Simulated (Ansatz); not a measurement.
Question: Name a neutral molecule of C, S, Sn and H with HOMO energy (B3LYP/def2-TZVPP) between -6.65 and -6.35 eV and HOMO energy (PBE/def2-TZVPP) between -5.75 and -5.45 eV (Ansatz, PBE0-D4/def2-TZVP geometry).

Answer: `[CH3][Sn][SH]` (-6.41 eV, -5.60 eV); `C[S][Sn][S]C` (-6.36 eV, -5.53 eV). Other molecules can fit too; these were computed, each in one conformer that needn't be the lowest.

B3LYP here is the variant with VWN-RPA as its local correlation; programs differ in this.
